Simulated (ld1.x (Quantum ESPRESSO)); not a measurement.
# An all-electron radial function and its pseudo partner (hafnium (Hf))

Columns: radius, all-electron u(r) and pseudo u(r) of the 5d shell (level -9.48 eV) of hafnium in the configuration [Xe] 4f14 5d2 6s1 6p0; LDA (PZ), scalar-relativistic, TM scheme, ld1.x (Quantum ESPRESSO) 7.5.

```tsv
r (bohr)	all-electron	pseudo
0.150	0.1647	0.0028
0.300	-0.1950	0.0215
0.450	-0.2764	0.0676
0.600	-0.1027	0.1449
0.750	0.1295	0.2484
0.900	0.3328	0.3657
1.050	0.4851	0.4810
1.200	0.5884	0.5794
1.350	0.6521	0.6515
1.500	0.6855	0.6940
1.650	0.6970	0.7098
1.800	0.6928	0.7049
1.950	0.6776	0.6863
2.100	0.6550	0.6598
2.250	0.6275	0.6295
2.400	0.5970	0.5975
2.550	0.5648	0.5649
2.700	0.5319	0.5319
2.850	0.4989	0.4989
3.000	0.4664	0.4664
3.150	0.4347	0.4347
3.300	0.4041	0.4041
3.450	0.3747	0.3747
3.600	0.3467	0.3467
3.750	0.3201	0.3201
3.900	0.2949	0.2949
```

(1) How many radial nodes do the two functions have?

(2) At about which radius was the pseudo-wave matched?

(3) Where does each function peak?

(4) Is the pseudo-wave norm-conserving?

Results:

(1) The all-electron 5d function has n − l − 1 = 2; the pseudo-wave has 0, since the states of the same l below it are removed with the core.

(2) 2.75 bohr. The columns agree to 0.0005 from 2.55 bohr on; several derivatives are matched, so the curves merge somewhat inside the radius.

(3) Outermost all-electron maximum near 1.65 bohr, pseudo maximum near 1.65 bohr (to the table’s step).

(4) Yes: the TM scheme keeps the norm inside the radius equal to the all-electron one, which fixes the energy derivative of the logarithmic derivative at the level.
